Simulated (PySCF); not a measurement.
# WO(OH)₂: from structure and modes to constants

Method: PBE0/[W def2-SVP with ECP60, O def2-SVP, H def2-SVP], scalar-relativistic core potentials, density fitting, no spin–orbit coupling, PySCF.

The singlet minimum has C2v symmetry. Masses (u): W 183.95093, O 15.99492, H 1.00782.

```xyz
6
charge 0 multiplicity 1, angstrom
W     0.0054    0.0000    0.0000
O     1.6897    0.0000    0.0000
O    -0.8395    1.6553    0.0000
O    -0.8395   -1.6553    0.0000
H    -0.5683    2.5786    0.0000
H    -0.5683   -2.5786    0.0000
```

Harmonic wavenumbers (cm⁻¹): 132.8 (b1, ×1), 183.3 (a1, ×1), 226.1 (b2, ×1), 355.7 (a1, ×1), 405.7 (a2, ×1), 418.2 (b2, ×1), 465.1 (b1, ×1), 761.6 (a1, ×1), 779.0 (b2, ×1), 1071.5 (a1, ×1), 3938.3 (b2, ×1), 3943.1 (a1, ×1).

(1) Find the principal moments of inertia and the rotational constants. What kind of rotor is it?

(2) What is the harmonic zero-point energy?

(3) Find the vibrational entropy and heat capacity at 298.15 K.

Results:

(1) About the centre of mass I = 68.865, 101.06, 169.92 u Å². With B = 16.8576/I this gives 0.2448, 0.1668, 0.09921 cm⁻¹. The molecule is an asymmetric top with κ = -0.07.

(2) Half the sum of all 12 wavenumbers, 12680/2 = 6340 cm⁻¹, which is 75.8 kJ/mol (1 cm⁻¹ = 0.0119627 kJ/mol).

(3) With u = 1.43878 ω/T, each mode gives S = R[u/(eᵘ−1) − ln(1−e⁻ᵘ)] and C = R u² eᵘ/(eᵘ−1)².
```csv
ω (cm⁻¹),u,S (J/(mol K)),C (J/(mol K))
132.8,0.641,12.16,8.04
183.3,0.884,9.60,7.79
226.1,1.091,7.99,7.54
355.7,1.716,4.77,6.54
405.7,1.958,3.94,6.10
418.2,2.018,3.76,5.99
465.1,2.245,3.14,5.55
761.6,3.675,1.01,3.00
779.0,3.759,0.94,2.87
1071.5,5.171,0.29,1.28
3938.3,19.005,0.00,0.00
3943.1,19.028,0.00,0.00
```
The sums over all modes are S = 47.6 and C = 54.7 J/(mol K); the softest mode gives 26 % of the entropy.

Stability towards spin polarisation was not tested. Other isomers or separated fragments may lie lower. Spin–orbit coupling, left out here, can matter for elements this heavy.
